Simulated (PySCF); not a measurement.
**Two probes of the same atoms: core binding energy and nuclear shielding**

Compound: C6H12BNO.
Atom-mapped SMILES: `[CH3:1][O+:2]([CH3:3])[B@H-:4]([C:5]#[N:6])[CH:7]1[CH2:8][CH2:9]1`

Binding energies: delta-SCF UKS SCAN, pcX-2 on the ionised atom, pcseg-1 elsewhere, spin-free X2C (PySCF 2.14.0). Shieldings: GIAO PBE/pcSseg-1, non-relativistic, same geometry.

```json
{"atom": "C1", "C 1s (eV)": "293.31"}
{"atom": "C5", "C 1s (eV)": "290.77"}
{"atom": "C7", "C 1s (eV)": "289.79"}
{"atom": "C8", "C 1s (eV)": "290.29"}
{"atom": "C9", "C 1s (eV)": "290.38"}
```

Task: What are the absolute isotropic shieldings of these atoms?

Result: 
```
atom                 environment  C 1s (eV)  isotropic shielding (ppm)
  C7   sp3 carbon bound to boron     289.79                      180.0
  C8  three-membered-ring carbon     290.29                      176.9
  C9  three-membered-ring carbon     290.38                      171.3
  C5                cyano carbon     290.77                       49.6
  C1             O-methyl carbon     293.31                      116.9
```

Task: Among the listed atoms, is the one with the highest binding energy also the least shielded?

Result: No. The highest binding energy is at C1 (293.31 eV, shielding 116.9 ppm), the lowest shielding at C5 (49.6 ppm, 290.77 eV).

By binding energy: C7 < C8 < C9 < C5 < C1. By shielding: C5 < C1 < C9 < C8 < C7.

Of atoms equivalent by bonding only the ionised one is listed; its partners' own values can differ in this conformer. Isolated species at its PBE0-D3(BJ)/def2-SVP geometry (one conformer only).

Shape of the structure used: `[CH3:1][O+:2]([CH3:3])[B@H-:4]([C:5]#[N:6])[CH:7]1[CH2:8][CH2:9]1`: C1–O2–B4–C5 55°, O2–B4–C7–C8 -154°.
